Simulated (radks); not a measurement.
Values are calculated unless marked as measured or tabulated.
Neutral helium inside a hard spherical wall (all orbitals vanish at R), configuration held at [He] and not refilled when levels cross. Level of theory: scalar-relativistic Kohn-Sham, PBE, spin-polarised, spherical densities, point nucleus (a radial shooting solver on a logarithmic mesh with Libxc functionals). Eigenvalues in eV for spin up, with the zero of energy where the potential of the charges vanishes at infinity; a dash marks a level that is unbound or too diffuse for the functional's potential to be trusted. A positive occupied level is held by the wall or, in an anion where self-interaction has pushed it up, behind a barrier. The pressure on the wall is -dE/dV.

| R (bohr) | E (hartree) | kinetic (hartree) | e(1s) | e(2s, empty) | e(2p, empty) | pressure (GPa) |
|---|---|---|---|---|---|---|
| free | -2.89307 | 2.856 | -15.764 | - | - | 0 |
| 15 | -2.89307 | 2.856 | -15.764 | - | - | < 0.0001 |
| 10 | -2.89307 | 2.856 | -15.764 | - | - | < 0.0001 |
| 8 | -2.89307 | 2.856 | -15.764 | 1.775 | 2.804 | < 0.0001 |
| 6 | -2.89301 | 2.857 | -15.755 | 3.967 | 4.800 | 0.00928 |
| 5 | -2.89251 | 2.862 | -15.709 | 6.739 | 6.963 | 0.111 |
| 4 | -2.88851 | 2.890 | -15.441 | 12.904 | 11.232 | 1.40 |
| 3.5 | -2.88010 | 2.937 | -15.005 | 18.897 | 15.052 | 5.18 |
| 3 | -2.85611 | 3.050 | -14.005 | 29.039 | 21.171 | 20.2 |
| 2.5 | -2.78636 | 3.318 | -11.685 | 47.461 | 31.768 | 85.8 |
